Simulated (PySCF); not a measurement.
# Polarisability and C₆ of Se- (selenium, charge -1)

[Ar] 3d10 4s2 4p5, 2P determinant. Calculation: PySCF 2.14, in dyall-av2z (16s12p8d, 92 functions); the non-relativistic Hamiltonian (point nucleus). Coupled (time-dependent) response in atomic units; α is the mean over directions. A double-zeta set is small for polarisabilities.

| method | mean α (bohr³) | α xx, yy, zz | C₆ (like pair) | S(−4) |
| --- | --- | --- | --- | --- |
| UHF | 42.50 | 33.90, 46.80, 46.80 | 479.5 | 513.6 |
| r2SCAN0 | 45.28 | 35.84, 50.00, 50.00 | 527.4 | 595.2 |

S(−4) is the Cauchy moment in α(ω) = α(0) + S(−4) ω² + …

Spin-orbit coupling is absent.

α(iu) at r2SCAN0:

| u (hartree) | α(iu) (bohr³) |
| --- | --- |
| 0 | 45.28 |
| 0.0500 | 43.87 |
| 0.100 | 40.40 |
| 0.200 | 32.11 |
| 0.300 | 25.14 |
| 0.500 | 15.74 |
| 0.750 | 9.388 |
| 1.00 | 6.073 |
| 1.50 | 3.071 |
| 2.00 | 1.838 |
| 3.00 | 0.8746 |
| 5.00 | 0.3427 |

A single London oscillator, α(iu) = α/(1 + u²/ω²), gives C₆ = (3/4) ω α². Matching the computed C₆ needs ω = 4 × 527.4 / (3 × 45.28²) = 0.343 hartree.

For an ion, C₆ is the dispersion term alone; charge-induced terms of lower order in 1/R come first.

The components differ because the open shell of this determinant is not spherical; for a pure term their mean is the scalar polarisability.
